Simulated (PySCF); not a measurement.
PySCF input (CCSD(T)/cc-pVDZ):

```python
from pyscf import gto, scf, mp, cc as ccmod

mol = gto.M(
    atom='''
    Si   -0.24675166   -0.31480560    0.45207189
    H    -0.98134586   -1.21116338   -0.55911929
    F     0.49287435    0.62427130   -0.64109857
    ''',
    basis='cc-pvdz',
    charge=0,
    spin=0,
    verbose=4,
)

mf = scf.RHF(mol)
mf.conv_tol = 1e-10
mf.max_cycle = 100
mf.kernel()
mp2 = mp.MP2(mf, frozen=6).run()
cc = ccmod.CCSD(mf, frozen=6)
cc.max_cycle = 100
cc.kernel()
et = cc.ccsd_t()
print(f'E(CCSD(T)) = {cc.e_tot + et:.9f}')
```

Output:

```
PySCF version 2.14.0

[INPUT] verbose = 4
[INPUT] num. atoms = 3
[INPUT] num. electrons = 24
[INPUT] charge = 0
[INPUT] spin (= nelec alpha-beta = 2S) = 0
[INPUT] symmetry False subgroup None
[INPUT] Mole.unit = angstrom
[INPUT] Symbol           X                Y                Z      unit          X                Y                Z       unit  Magmom
[INPUT]  1 Si    -0.246751660000  -0.314805600000   0.452071890000 AA   -0.466293058182  -0.594896366479   0.854292060715 Bohr   0.0
[INPUT]  2 H     -0.981345860000  -1.211163380000  -0.559119290000 AA   -1.854474908876  -2.288767080303  -1.056582329061 Bohr   0.0
[INPUT]  3 F      0.492874350000   0.624271300000  -0.641098570000 AA    0.931397535323   1.179701784426  -1.211500716150 Bohr   0.0

nuclear repulsion = 48.0005053078677
number of shells = 13
number of NR pGTOs = 74
number of NR cGTOs = 37
basis = cc-pvdz
ecp = {}

******** <class 'pyscf.scf.hf.RHF'> ********
method = RHF
initial guess = minao
damping factor = 0
level_shift factor = 0
DIIS = <class 'pyscf.scf.diis.CDIIS'>
diis_start_cycle = 1
diis_space = 8
diis_damp = 0
SCF conv_tol = 1e-10
SCF conv_tol_grad = None
SCF max_cycles = 100
direct_scf = True
direct_scf_tol = 1e-13
Set gradient conv threshold to 1e-05
Initial guess from minao.
init E= -388.73385850071
  HOMO = -0.214473945207348  LUMO = -0.0413800120076235  gap/eV = 4.71013
cycle= 1 E= -388.898407556372  delta_E= -0.165  |g|= 0.474  |ddm|= 1.43
  HOMO = -0.364167973503775  LUMO = 0.0032126794721723  gap/eV = 9.99694
cycle= 2 E= -388.931737812368  delta_E= -0.0333  |g|= 0.316  |ddm|= 0.535
  HOMO = -0.356119078062288  LUMO = 0.0166449590267446  gap/eV = 10.14343
cycle= 3 E= -388.947494210476  delta_E= -0.0158  |g|= 0.0246  |ddm|= 0.17
  HOMO = -0.349892004405588  LUMO = 0.0250963187225288  gap/eV = 10.20395
cycle= 4 E= -388.947831473212  delta_E= -0.000337  |g|= 0.00626  |ddm|= 0.0465
  HOMO = -0.350703599986455  LUMO = 0.0245497948338524  gap/eV = 10.21116
cycle= 5 E= -388.947863258196  delta_E= -3.18e-05  |g|= 0.00155  |ddm|= 0.0172
  HOMO = -0.350881785296625  LUMO = 0.0243384056490514  gap/eV = 10.21026
cycle= 6 E= -388.947865884059  delta_E= -2.63e-06  |g|= 0.000391  |ddm|= 0.005
  HOMO = -0.350828424381058  LUMO = 0.024391078534066  gap/eV = 10.21024
cycle= 7 E= -388.947866050774  delta_E= -1.67e-07  |g|= 7.87e-05  |ddm|= 0.00117
  HOMO = -0.350823868430996  LUMO = 0.0243874561424349  gap/eV = 10.21002
cycle= 8 E= -388.947866056696  delta_E= -5.92e-09  |g|= 1.72e-05  |ddm|= 0.000222
  HOMO = -0.350824324185306  LUMO = 0.0243863167984184  gap/eV = 10.21000
cycle= 9 E= -388.947866056949  delta_E= -2.52e-10  |g|= 3.1e-06  |ddm|= 5.25e-05
  HOMO = -0.350824443247355  LUMO = 0.0243862313473153  gap/eV = 10.21000
cycle= 10 E= -388.947866056954  delta_E= -5.12e-12  |g|= 4.23e-07  |ddm|= 6.87e-06
  HOMO = -0.350824408330201  LUMO = 0.0243862713525376  gap/eV = 10.21000
Extra cycle  E= -388.947866056955  delta_E= -1.71e-12  |g|= 1.7e-07  |ddm|= 7.68e-07
converged SCF energy = -388.947866056955

******** <class 'pyscf.mp.mp2.RMP2'> ********
nocc = 6, nmo = 31
frozen orbitals 6
E(RMP2) = -389.217410138172  E_corr = -0.269544081216686
E(SCS-RMP2) = -389.215683054196  E_corr = -0.267816997240283
E_corr(same-spin) = -0.0641952694843154
E_corr(oppo-spin) = -0.20534881173237

******** <class 'pyscf.cc.ccsd.CCSD'> ********
CC2 = 0
CCSD nocc = 6, nmo = 31
frozen orbitals 6
max_cycle = 100
direct = 0
conv_tol = 1e-07
conv_tol_normt = 1e-05
diis_space = 6
diis_start_cycle = 0
diis_start_energy_diff = 1e+09
Init t2, MP2 energy = -389.217410137901  E_corr(MP2) -0.269544080945092
Init E_corr(CCSD) = -0.269544080945105
cycle = 1  E_corr(CCSD) = -0.278354046651625  dE = -0.00880996571  norm(t1,t2) = 0.061679
cycle = 2  E_corr(CCSD) = -0.287653191643995  dE = -0.00929914499  norm(t1,t2) = 0.0235927
cycle = 3  E_corr(CCSD) = -0.288547665065391  dE = -0.000894473421  norm(t1,t2) = 0.0137249
cycle = 4  E_corr(CCSD) = -0.290809618752123  dE = -0.00226195369  norm(t1,t2) = 0.00647723
cycle = 5  E_corr(CCSD) = -0.290699303506067  dE = 0.000110315246  norm(t1,t2) = 0.00139761
cycle = 6  E_corr(CCSD) = -0.290619638909072  dE = 7.9664597e-05  norm(t1,t2) = 0.000537817
cycle = 7  E_corr(CCSD) = -0.290624447310032  dE = -4.80840096e-06  norm(t1,t2) = 0.000167788
cycle = 8  E_corr(CCSD) = -0.290628337283262  dE = -3.88997323e-06  norm(t1,t2) = 4.95092e-05
cycle = 9  E_corr(CCSD) = -0.290628184819807  dE = 1.52463456e-07  norm(t1,t2) = 2.18091e-05
cycle = 10  E_corr(CCSD) = -0.290627901169326  dE = 2.8365048e-07  norm(t1,t2) = 8.13572e-06
cycle = 11  E_corr(CCSD) = -0.290627843934966  dE = 5.72343603e-08  norm(t1,t2) = 1.98844e-06
CCSD converged
E(CCSD) = -389.2384939008904  E_corr = -0.2906278439349659
CCSD(T) correction = -0.00549435789086212
E(CCSD(T)) = -389.243988259
```
